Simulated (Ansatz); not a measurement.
Harmonic frequencies (cm⁻¹) at PBE0-D4/def2-TZVP from Ansatz: 318, 319, 347, 360, 380, 533, 584, 621, 870, 935, 1250, 1440, 1628, 1631, 3646, 3650, 3751, 3752.

Each molecule was computed in one conformer, which needn't be the lowest.

Problem. Which molecule is it?
A. `C[Se]BF`
B. `FB(F)[Si](Cl)(Cl)Cl`
C. `NB(N)Cl`
D. `COB(Br)Br`

Solution. C.
